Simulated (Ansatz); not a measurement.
(FSi)4CH26 adamantane (C₆H₁₂F₄Si₄), relaxed as a singlet with RKS PBE0-D4/def2-SVP in Ansatz, starting from the GFN2-xTB geometry. Force threshold 0.03 eV/Å.

Start:

```xyz
26

Si    1.581    0.167    1.024
F     2.946    0.312    1.908
C     1.820   -1.182   -0.283
Si    0.234   -1.348   -1.305
F     0.437   -2.512   -2.432
C    -1.209   -1.816   -0.172
Si   -1.440   -0.464    1.134
F    -2.684   -0.865    2.113
C     0.142   -0.301    2.163
C    -1.819    1.184    0.283
Si   -0.375    1.645   -0.853
F    -0.699    3.065   -1.592
C     1.207    1.817    0.173
C    -0.141    0.298   -2.163
H     2.066   -2.129    0.191
H     2.661   -0.938   -0.928
H    -2.120   -1.940   -0.753
H    -1.020   -2.775    0.305
H     0.013    0.449    2.939
H     0.356   -1.236    2.677
H    -2.742    1.112   -0.288
H    -1.981    1.964    1.023
H     2.039    2.113   -0.461
H     1.093    2.606    0.913
H    -1.034    0.209   -2.778
H     0.668    0.565   -2.840
```

```json
{"step": "1", "energy (eV)": "-48753.7501", "largest force component (eV/Å)": "1.125", "SCF passes": "15"}
{"step": "2", "energy (eV)": "-48753.8679", "largest force component (eV/Å)": "0.303", "SCF passes": "19"}
{"step": "3", "energy (eV)": "-48753.8831", "largest force component (eV/Å)": "0.052", "SCF passes": "20"}
{"step": "4", "energy (eV)": "-48753.8835", "largest force component (eV/Å)": "0.003", "SCF passes": "13"}
```

Force components are those of the run's own axes.

End:

Cartesian coordinates in Å:
```
Si 1.570 0.166 1.017
F 2.935 0.310 1.902
C 1.792 -1.165 -0.278
Si 0.233 -1.338 -1.297
F 0.435 -2.501 -2.425
C -1.190 -1.789 -0.170
Si -1.430 -0.462 1.126
F -2.673 -0.864 2.105
C 0.139 -0.295 2.131
C -1.792 1.165 0.278
Si -0.373 1.635 -0.846
F -0.697 3.055 -1.582
C 1.190 1.789 0.170
C -0.139 0.295 -2.131
H 2.029 -2.127 0.209
H 2.642 -0.910 -0.935
H -2.114 -1.906 -0.762
H -0.987 -2.758 0.319
H 0.006 0.478 2.908
H 0.357 -1.247 2.646
H -2.723 1.083 -0.309
H -1.947 1.955 1.034
H 2.033 2.078 -0.481
H 1.068 2.586 0.925
H -1.052 0.202 -2.745
H 0.689 0.566 -2.809
```

By distances, no bond broke or formed. The bond that changes most is Si7–C9, from 1.89 to 1.87 Å (atoms count from 1).

No frequencies were taken in this run, so the end may be a saddle point.

Hardware: 4 threads of Arm Neoverse V2 on a shared host. Wall time 60 s, peak host memory 1.4 GiB.
